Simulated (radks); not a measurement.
Species: Pb III. Configuration: [Hg] (the NIST ground configuration). Calculated with a radial shooting solver on a logarithmic mesh with Libxc functionals: scalar-relativistic Kohn-Sham, r2SCAN, spin-unpolarised, spherical densities, finite nucleus; meta-GGA in the generalised Kohn-Sham scheme; Fermi nuclear charge, rms radius 5.5012 fm.

Radial electron density D(r) = 4 pi r^2 rho(r):

| r (bohr) | D(r) (e/bohr) |
|---|---|
| 0.003261 | 56.64 |
| 0.004419 | 76.08 |
| 0.005989 | 95.60 |
| 0.008052 | 110.0 |
| 0.01091 | 114.7 |
| 0.01479 | 108.6 |
| 0.02004 | 101.6 |
| 0.02717 | 110.6 |
| 0.03682 | 138.5 |
| 0.0499 | 155.7 |
| 0.06762 | 137.2 |
| 0.09165 | 121.7 |
| 0.1242 | 142.4 |
| 0.1683 | 130.4 |
| 0.2281 | 85.25 |
| 0.3092 | 92.71 |
| 0.419 | 87.53 |
| 0.5679 | 44.86 |
| 0.7697 | 27.06 |
| 1.035 | 20.79 |
| 1.402 | 10.98 |
| 1.901 | 4.380 |
| 2.576 | 1.356 |
| 3.491 | 0.2410 |
| 4.731 | 0.01697 |
| 6.412 | 0.0003322 |

D(r) has 4 maxima, at r = 0.0106, 0.0495, 0.138, 0.354 bohr, and minima at 0.0205, 0.0881, 0.251 bohr, inside which lie 1.87, 10.95, 30.08 electrons.
